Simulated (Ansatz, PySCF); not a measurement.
SnF4, SMILES [F][Sn]([F])([F])[F]. Atoms are numbered in the order given.

```xyz
5

F      1.0983    -1.0983     1.0983
Sn     0.0000     0.0000     0.0000
F     -1.0983    -1.0983    -1.0983
F     -1.0983     1.0983     1.0983
F      1.0983     1.0983    -1.0983
```

Coordinates come from a PBE0-D3(BJ)/def2-SVP optimisation. The isomer is the one that the SMILES or the coordinates give; other isomers of the formula were not compared. The def2 effective core potentials stand for the cores of Sn; spin–orbit coupling is left out.

Vertical ionisation energy (IE) and electron affinity (EA) in eV. Rows of orbital energies are one-electron estimates. Where ΔSCF, EOM or ADC give a negative EA the extra electron is unbound and the value depends on the basis.

```csv
level,IE,EA
"−ε(HOMO), −ε(LUMO), PBE0/def2-TZVP (PySCF)",12.39,3.94
"−ε(HOMO), −ε(LUMO), PBE/def2-TZVP (PySCF)",10.22,4.91
"ΔSCF, PBE0/def2-SVPD (Ansatz), final states of multiplicity 2 and 2",?,?
"ΔSCF, PBE/def2-SVPD (Ansatz), final states of multiplicity 2 and 2",13.76,1.99
```

### Question
What belongs in the gaps? (Estimate from the structure and the level; the computed values follow.)

### Answer

- ΔSCF, PBE0/def2-SVPD (Ansatz, a first-principles code), final states of multiplicity 2 and 2, IE: 14.89
- ΔSCF, PBE0/def2-SVPD (Ansatz), final states of multiplicity 2 and 2, EA: 1.93

### Question
What vertical singlet–triplet gap does ΔSCF give with PBE0/def2-SVPD (Ansatz) and with PBE/def2-SVPD (Ansatz)? (Estimate from the structure and the level; the computed values follow.)

### Answer
6.31 and 5.26 eV (triplet above singlet where positive).
